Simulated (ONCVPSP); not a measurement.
# iodine (I): one change to an ONCV potential, before and after

ONCVPSP 4.0.1 input, shortened (lines: element, Z, core and valence counts, functional; n l f; lmax; l rc ep ncon nbas qcut; lloc lpopt rc5 dvloc0; l nproj debl; icmod fcfact rcfact), PBE, fully relativistic:

```
  I 53.00    9    2        4      upf
    1    0    2.00
    2    0    2.00
    2    1    6.00
    3    0    2.00
    3    1    6.00
    3    2   10.00
    4    0    2.00
    4    1    6.00
    4    2   10.00
    5    0    2.00
    5    1    4.00
    1
    0    1.75    0.00    4    9    3.20
    1    1.75    0.00    3    7    5.00
    0    5    1.75    0.00
    0    0    2.90
    1    2    0.70
    3    1.75    1.50
```

Open shells are filled in proportion to 2j + 1.

Change: s: qcut 2.1; p: qcut 3.2.

Cutoffs: the cutoffs (Ha) at which the residual kinetic energy of the hardest occupied pseudo-wave falls to 1 and 0.1 mHa per electron; they do not see the model core or the augmentation charge, which bear on the density cutoff. Errors are all-electron minus pseudo energies relative to the spin-unpolarised reference configuration.

Task: What does the change do?

Result: The potential gets harder (44 Ha and 76 Ha → 71 Ha and 82 Ha); of the 4 tests that both files solve, the error grows in 2 and shrinks in 1 by more than 15 % and 0.3 meV (median size 12.3 → 13.3 meV); the range in which the p1/2 phases agree narrows (upper end 4.0 → 0.7); neither file shows a bound ghost.

| quantity | base | changed |
| --- | --- | --- |
| cutoff, loose | 44 Ha | 71 Ha |
| cutoff, tight | 76 Ha | 82 Ha |
| loose cutoff by channel | s 44 Ha, p 9.4 Ha | s 71 Ha, p 25 Ha |
| bound ghosts | none | none |
| GHOST(+) flags under 300 eV | none | p1/2 at 63.0 eV |
| error for 5s2 5p5, meV [ΔE -11.16 eV] | -6.2 | -7.3 |
| error for 5s2 5p3, meV [ΔE 19.88 eV] | -16 | -13 |
| error for 5s2 5p2, meV [ΔE 49.24 eV] | -79 | -72 |
| error for 5s1 5p5, meV [ΔE 10.93 eV] | -9.2 | -14 |
| s: phases at 1.77 bohr within 0.05 rad from the reference energy up to (Ha; the scan ends near 5) | 1.4 | 0.5 |
| p3/2: phases at 1.77 bohr within 0.05 rad from the reference energy up to (Ha; the scan ends near 5) | 3.8 | 3.8 |
| p1/2: phases at 1.77 bohr within 0.05 rad from the reference energy up to (Ha; the scan ends near 5) | 4.0 | 0.7 |
| rms error of d²Exc/dni dnj with the model core, mHa | 4.90 | 4.68 |
